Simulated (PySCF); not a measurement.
# NMR problem set

- structure optimised with GFN2-xTB
- GIAO PBE0/pcSseg-1 shieldings
- code: PySCF 2.14
- one conformer, in vacuum, fast rotation and ring inversion assumed for equivalent nuclei, non-relativistic Hamiltonian

δ = σ(ref) − σ, references computed at the same level: ¹H, ¹³C vs TMS. Splittings of carbon signals by F and P are missing where no couplings were computed. Where no couplings were computed, multiplicities follow the n + 1 count of equivalent neighbours, and m marks all less simple cases (inequivalent or close neighbours, rings, F or P nearby). Shifts are as computed. Against solution values, carbons near 30 ppm lie about +3 ppm off and those near 130 ppm about +5 ppm. Of 1309 compounds with measured shifts, 239 miss one by over three times the rms of a fit or turn the order of signals round; such compounds aren't used in these exercises.

Q: C6H9FSi. ¹H NMR (500 MHz, computed): δ 5.03 (m, 1H), 1.84 (m, 1H), 1.73 (m, 1H), 1.59 (m, 1H), 1.53 (m, 1H), 1.33 (d, 3H), 0.58 (m, 1H). ¹³C{¹H} NMR (computed): δ 93.3 (C), 74.7 (CH), 30.3 (CH), 26.8 (CH), 26.6 (CH3), 10.4 (CH2). Identify the compound.

A: `C#C[C@@H](C)[C@H]1C[Si@@H]1F`. Rings plus π bonds: 3 (1 ring in the answer). 6 carbon signals for 6 carbons: no two carbons are equivalent. Carbon types of the structure: 1 × C, 3 × CH, 1 × CH2, 1 × CH3, leaving 1 H on heteroatoms. δC 93.3: alkyne carbon; the triple bond shields along its axis, which puts it between sp3 and sp2 carbons. δC 74.7: terminal alkyne carbon; the triple bond shields along its axis, which puts it between sp3 and sp2 carbons. δC 30.3: propargylic sp3 CH; a saturated carbon with 3 carbon neighbours and no heteroatom attached. δH 1.53: hydrogen on a terminal alkyne carbon; it lies on the axis of the triple bond, in its shielding cone.

The data come from this structure; uniqueness wasn't tested.

Q: C6H9FSi. ¹H NMR (300 MHz, computed): δ 7.03 (m, 1H), 5.68 (m, 2H), 5.63 (t, 1H), 4.56 (m, 2H), 2.23 (s, 3H). ¹³C{¹H} NMR (computed): δ 168.6 (C), 152.3 (C), 147.7 (CH), 121.8 (CH), 88.1 (CH2), 25.2 (CH3). Give a structure.

A: `CC1=C[SiH2]C(CF)=C1`. The formula gives 3 degrees of unsaturation (1 ring in the answer). 6 carbon signals for 6 carbons: no two carbons are equivalent. Carbon types of the structure: 2 × C, 2 × CH, 1 × CH2, 1 × CH3, leaving 2 H on heteroatoms. δC 168.6, 152.3: fully substituted alkene carbon. δC 147.7, 121.8: alkene CH; an sp2 carbon of a C=C bond. δC 88.1: allylic sp3 CH2 bonded to F; pulled downfield by the heteroatom. δC 25.2: allylic methyl carbon; a saturated carbon with 1 carbon neighbour and no heteroatom attached.

The shifts were computed for this structure.
